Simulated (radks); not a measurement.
Task: All-electron atom: In14+ in [Ar] 3d10 4s2 4p5. All-electron calculation, scalar-relativistic Kohn-Sham, SCAN, spin-polarised, spherical densities, finite nucleus; open shells are filled with parallel spins first (spin-orbit coupling, left out, can overturn this in heavy ions); meta-GGA in the generalised Kohn-Sham scheme; Fermi nuclear charge, rms radius 4.6156 fm. Program: a radial shooting solver on a logarithmic mesh with Libxc functionals. Some entries of the table are withheld. Estimate them.

orbital,occ.,eigenvalue (hartree),<r> (bohr),<r^2> (bohr^2)
1s up,1,-1034.047,0.02972,0.001195
1s down,1,-1034.031,0.02972,0.001195
2s up,1,-165.8100,0.1284,0.01943
2s down,1,-165.8028,0.1284,0.01943
2p up,3,-149.9615,0.1121,0.01535
2p down,3,-149.9476,0.1121,0.01535
3s up,1,-41.15208,0.3459,0.1368
3s down,1,-41.14058,0.3459,0.1367
3p up,3,-35.91155,0.3442,(1)
3p down,3,-35.89567,0.3442,(2)
3d up,5,(3),0.3205,0.1217
3d down,5,(4),0.3204,0.1216
4s up,1,-15.04893,0.7780,0.6784
4s down,1,-14.94895,0.7786,0.6797
4p up,3,(5),0.8116,0.7423
4p down,2,(6),0.8124,0.7441

Result: 
(1) 3p up <r^2> (bohr^2): 0.1374
(2) 3p down <r^2> (bohr^2): 0.1373
(3) 3d up eigenvalue (hartree): -27.86157
(4) 3d down eigenvalue (hartree): -27.84263
(5) 4p up eigenvalue (hartree): -13.28708
(6) 4p down eigenvalue (hartree): -13.18914
